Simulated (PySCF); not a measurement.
## Relaxation of triplet Mo(OH)2

All numbers come from UPBE0 in PySCF with Mo def2-TZVP with ECP28, O def2-TZVP, H def2-TZVP; scalar-relativistic core potentials, no spin–orbit coupling; density-fitted integrals. A (50,194) grid was used.

A hand-made linear (heavy-atom frame) start, of C2h symmetry, held to at least that symmetry:

```xyz
5
charge 0 multiplicity 3, angstrom
Mo    0.0000    0.0000    0.0000
O     0.0000    0.0000    2.0100
O     0.0000    0.0000   -2.0100
H    -0.7354    0.0000    2.6271
H     0.7354    0.0000   -2.6271
```

What does it relax to?

It ends at D∞h with Mo–O 1.816 Å (×2), O–H 0.956 Å (×2); H–O–Mo 180.0° (×2), O–Mo–O 180.0°. A frequency run shows 2 imaginary modes (one degenerate set), down to 70i cm⁻¹, so it is a higher-order saddle point. Other isomers or separated fragments may lie lower.

How much energy is released, and in how many steps?

62.4 kJ/mol in 12 steps.

Other spin states or occupations of the open shell can lie lower. At this level a quintet minimum of C2 symmetry lies 60 kJ/mol below this structure.

The relaxation took 63 s on 4 threads of a shared Arm Neoverse V1 host, with 114 basis functions and 13 gradients; the process peaked at 0.92 GiB. Launch command: `OMP_NUM_THREADS=4 python axn.py task.json out`.
